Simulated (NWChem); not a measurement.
Molecule: C$_{3}$H$_{2}$Cl$_{2}$; SMILES ClC=C=CCl

All runs: NWChem. Geometry: optimised at PBE0/def2-SVP. Level: PBE/def2-SVP with COSMO at NWChem's default radii, gas-phase geometry; the question gives the dielectric constant.

Q: What does the run give for dielectric constant 11.7? Quantities: electrostatic solvation energy (kcal/mol); dipole in solution (D).

A: 
```
Quantity                                   Value
-----------------------------------------  -----
electrostatic solvation energy (kcal/mol)   -2.1
dipole in solution (D)                      1.55
```
